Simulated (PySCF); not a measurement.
# Electron correlation in Rh (rhodium, neutral)

[Kr] 4d8 5s1, high-spin 4F determinant. Computed with PySCF 2.14 in def2-TZVP with the def2 core potential (28 electrons) (6s4p3d1f, 40 functions), with a scalar-relativistic core potential. Frozen: 4s2 4p6; 9 electrons correlated.

MP2 pair energies summed by pair of shells (mhartree):

```csv
pair,energy,share (%)
4d-4d,-156.92,87.5
4d-5s,-22.37,12.5
```

Total MP2 correlation energy: -179.30 mhartree.

Same-spin part -71.02 and opposite-spin part -108.28 mhartree; SCS-MP2 scales them by 1/3 and 6/5 to -153.60 mhartree.
